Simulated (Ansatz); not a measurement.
Reaction (ligand exchange at a Ge–F bond): `[OH][GeH2][F]` + HI → `[OH][GeH2][I]` + H–F

Computed with Ansatz on PBE0-D4/def2-TZVP structures; ΔE is electronic, products minus reactants. CBS: MP2 limit from def2 TZ/QZ plus the TZ coupled-cluster correction, frozen cores. This one scheme is used for every species. DFT in def2-TZVPP. B3LYP here is the variant with VWN-RPA as its local correlation; programs differ in this. HSE06 is defined as in plane-wave codes. Elements past krypton have def2 core potentials. For Ge, I outer-core shells are correlated without core-valence functions, which leaves a few kJ/mol of doubt a bond. Scalar relativity is left out up to krypton. One conformer a species, not always the lowest.

| level | ΔE (kJ/mol) | difference from CCSD(T)/CBS |
| --- | --- | --- |
| LDA (SPW92) | -17.6 | 3.0 |
| PBE-D4 | -20.6 | 0.0 |
| revPBE-D4 | -20.6 | 0.0 |
| BLYP-D4 | -10.3 | 10.3 |
| r2SCAN-D4 | -13.0 | 7.6 |
| B97M-V | -0.2 | 20.4 |
| B3LYP-D4 | -13.1 | 7.5 |
| r2SCANh-D4 | -15.2 | 5.4 |
| r2SCAN0-D4 | -18.1 | 2.5 |
| HSE06-D4 | -24.3 | -3.7 |
| BHLYP-D4 | -14.7 | 5.9 |
| CAM-B3LYP-D4 | -3.7 | 16.9 |
| ωB97X-V | -7.5 | 13.1 |
| ωB97M-V | -11.3 | 9.3 |
| B2PLYP | -8.8 | 11.8 |
| PBE-QIDH | -20.4 | 0.2 |
| PBE | -16.4 | 4.2 |
| revPBE | -15.6 | 5.0 |
| BLYP | -2.5 | 18.1 |
| PBE0 | -19.8 | 0.8 |
| B3LYP | -6.1 | 14.5 |
| r2SCANh | -14.2 | 6.4 |
| r2SCAN0 | -16.9 | 3.7 |
| HSE06 | -20.5 | 0.1 |
| BHLYP | -6.1 | 14.5 |
| CAM-B3LYP | 0.5 | 21.1 |
| LC-ωPBE | -7.0 | 13.6 |
| RPA@PBE/def2-TZVPP | -4.5 | 16.1 |
| HF/def2-SVP | 2.0 | 22.6 |
| CCSD/def2-SVP | 3.3 | 23.9 |
| CCSD(T)/def2-SVP | 2.6 | 23.2 |
| HF/def2-TZVPP | -1.8 | 18.8 |
| MP2/def2-TZVPP | -19.8 | 0.8 |
| SCS-MP2/def2-TZVPP | -10.4 | 10.2 |
| CCSD(T)/def2-TZVPP | -10.7 | 9.9 |
| HF/def2-QZVPP | -0.1 | 20.5 |
| SCS-MP2/def2-QZVPP | -14.9 | 5.7 |
| HF/CBS(def2) | 0.1 | 20.7 |
| MP2/CBS(def2) | -29.7 | -9.1 |
| CCSD/CBS(def2) | -18.7 | 1.9 |
| CCSD(T)/CBS | -20.6 | 0 |

Largest T1 diagnostic among the species: 0.012.

From r2SCAN to r2SCAN0 (25 % exact exchange), in def2-TZVPP and without D4, ΔE moves by −4.8 kJ/mol. The D4 term adds −7.0 kJ/mol with B3LYP and −3.8 kJ/mol with PBE0; it sums over pairs of atoms, weighted by their polarisabilities, and B3LYP, whose exchange is more repulsive, gets the larger term.
